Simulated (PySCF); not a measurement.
LiBe⁻: energy against distance

Set-up: Li def2-SVPD, Be def2-SVPD; no relativity (PySCF 2.14). Energies in eV from Li⁻ + Be in their ground configurations at the same level. State: ¹Σ⁺ (singlet), closed shell.

```json
{"R (Å)": "2.561", "PBE0": "-0.4431"}
{"R (Å)": "2.680", "PBE0": "-0.4913"}
{"R (Å)": "2.799", "PBE0": "-0.5174"}
{"R (Å)": "2.889", "PBE0": "-0.5263"}
{"R (Å)": "2.978", "PBE0": "-0.5285"}
{"R (Å)": "3.067", "PBE0": "-0.5257"}
{"R (Å)": "3.187", "PBE0": "-0.5161"}
{"R (Å)": "3.335", "PBE0": "-0.4980"}
{"R (Å)": "3.514", "PBE0": "-0.4715"}
{"R (Å)": "3.752", "PBE0": "-0.4328"}
```

Put a parabola through the three lowest points of the PBE0 curve and estimate Re, k and ωe (reduced mass 3.945 u; 1 eV/Å² = 0.16022 mdyn/Å; ωe = 1302.8·√(k/μ) cm⁻¹).

Through R = 2.889, 2.978, 3.067 Å the second-order coefficient is 0.316 eV/Å², so Re ≈ 2.973 Å, k ≈ 0.101 mdyn/Å and ωe ≈ 209 cm⁻¹. A polynomial fit of higher order to the unrounded PBE0 energies gives Re = 2.968 Å, k = 0.105 mdyn/Å, ωe = 213 cm⁻¹; anharmonicity and rounding make the difference.

The higher-order fit for each curve: PBE0: Re = 2.968 Å, ωe = 213 cm⁻¹, De = 0.53 eV.

Closed-shell solutions of metal pairs were not tested for spin polarisation, which can lower them a little. For an ion De counts to the pair picked by the measured ionisation energies or electron affinities, which need not be the lowest pair at this level. The highest Kohn–Sham level is positive in this anion. Much of that is self-interaction error, but it also means that the finite basis helps to hold the extra electron.
